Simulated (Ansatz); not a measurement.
**Four-centre ligand exchange**

Start structure (SiH$_{4}$ClOF, singlet), relaxed at PBE0-D4/def2-TZVP:

```xyz
8
angstrom
Si -0.7670 -0.7273 0.1479
F 0.7229 -1.0326 0.6800
H -0.7771 -1.1887 -1.2582
H -1.7146 -1.4483 1.0162
O -1.0919 0.8571 0.2968
H 2.0479 0.4972 0.0089
Cl 2.1189 1.5631 -0.7072
H -0.5390 1.4793 -0.1844
```

The step: SiH₃OF ([OH][SiH2][F]) + HCl → SiH₃ClO ([OH][SiH2][Cl]) + HF; bonds formed: Si1–Cl7, F2–H6; bonds broken: Si1–F2, H6–Cl7. Ansatz 0.2.0; basis: def2-TZVPP and def2-QZVPP; cores frozen in the correlated methods. Extrapolation: Hartree–Fock as exp(−7.88 √X), correlation as X^−2.97. Energies below are by CCSD(T) at an estimated basis limit (MP2 extrapolated from triple and quadruple zeta, plus CCSD(T) − MP2 in triple zeta).

Question: What are the electronic barrier and the energy of the step, from the start structure to the end structure? (Judge from chemistry; the value comes from the calculation.)

Answer: Computed: Barrier 161.8 kJ/mol; step energy 47.4 kJ/mol (uphill); reverse barrier, their difference, 114.3 kJ/mol. Barrier and step energy count from the start structure, the reverse barrier from the end structure.

The saddle point: One imaginary mode of 298i cm⁻¹.
```json
{"pair": "Si1–Cl7", "start (Å)": "3.78", "saddle (Å)": "2.43", "end (Å)": "2.08"}
{"pair": "F2–H6", "start (Å)": "2.13", "saddle (Å)": "1.03", "end (Å)": "0.93"}
{"pair": "Si1–F2", "start (Å)": "1.61", "saddle (Å)": "1.96", "end (Å)": "3.41"}
{"pair": "H6–Cl7", "start (Å)": "1.29", "saddle (Å)": "1.70", "end (Å)": "2.26"}
```

Zero-point energy (harmonic, PBE0-D4): ZPE is 112.8 kJ/mol at the start and 116.1 kJ/mol at the saddle, so the barrier goes from 161.8 to 165.1 kJ/mol.

T1 diagnostic: at most 0.012.

Labels in which every atom is bracketed show which atoms are joined, not bond orders.

For scale, one of the runs: CCSD(T)/def2-TZVPP, 202 basis functions, launched by `ansatz run in.yaml --threads 4 --pin off --events-out ev --progress --plain --max-ram 9574MiB`. Time: 62 s of wall clock on 4 CPU threads of an Arm Neoverse V1; the host was shared. Peak host memory: 2.5 GiB.
